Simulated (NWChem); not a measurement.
**Exact exchange and the electronic atomisation energy of CBr2ClF**

CBr2ClF has 5 atoms, charge 0, and is taken as a singlet. As SMILES, `FC(Cl)(Br)Br`. Geometry: relaxed at PBE0-D4/def2-TZVP.

The electronic atomisation energy y, in eV, basis cc-pVDZ; a is the functional's share of exact exchange. Programs: NWChem 7.3.0.

| functional | program | a | y (eV) |
| --- | --- | --- | --- |
| r2SCAN | NWChem | 0 | 14.13 |
| PBE | NWChem | 0 | 14.93 |
| B3LYP | NWChem | 0.2 | 13.29 |
| PBE0 | NWChem | 0.25 | ? |
| BHLYP | NWChem | 0.5 | 12.13 |

**Question.** Fit y = c + s·a to the known rows and predict PBE0.

**Answer.** 
1. Means of the 4 rows: a = 0.1750, y = 13.620.
2. Σ(Δa)² = 0.1675, Σ(Δa·Δy) = -0.811, so the slope is -0.811/0.1675 = -4.8418.
3. Intercept: 13.620 − (-4.8418) × 0.1750 = 14.467. The largest residual of the fit is 0.46.
4. PBE0: 14.467 + (-4.8418) × 0.25 = 13.26 eV.

The run gave 13.97 eV, so the prediction is off by -0.71 eV, more than the scatter of the fit. The rows mix families of semi-local functionals, which the line can't see. Spin-orbit coupling is left out.
